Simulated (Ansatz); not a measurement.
C₂H₆AlCl, relaxed with RKS PBE0-D4/def2-TZVP in the Gaussian-basis code of Ansatz from a PBE-D4/def2-SVP geometry. The force threshold is 0.005 eV/Å; the program also tests the step.

The species carries charge 0 and has multiplicity 1. The bonds changed during the relaxation, so this is another structure than the one it started from.

Start:

```xyz
10

Al   -0.245   -1.187   -0.646
C     0.748    0.607    0.762
C    -0.233    1.204    0.036
Cl   -1.729   -1.881    0.749
H    -0.781   -0.601   -2.034
H     1.213   -1.832   -0.521
H     1.810    0.689    0.481
H     0.516    0.054    1.688
H    -0.009    1.796   -0.866
H    -1.289    1.152    0.352
```

Q: By how much does the energy fall, and how many steps does the optimiser take? (Best estimate.)

A: Ansatz gave: 0.04 eV, in 6 steps.

Q: Which bonds change most? (Best estimate.)

A: Ansatz gave: Al1–Cl4 from 2.151 to 2.131 Å; C2–C3 from 1.359 to 1.339 Å; C2–H7 from 1.102 to 1.084 Å; C3–H9 from 1.102 to 1.084 Å.

Q: Give the relaxed structure. (Best estimate.)

A: The calculation gave: 
```xyz
10

Al   -0.242   -1.191   -0.653
C     0.736    0.614    0.765
C    -0.227    1.204    0.046
Cl   -1.705   -1.886    0.731
H    -0.785   -0.610   -2.023
H     1.202   -1.830   -0.534
H     1.779    0.676    0.477
H     0.509    0.084    1.685
H    -0.001    1.767   -0.853
H    -1.266    1.172    0.358
```
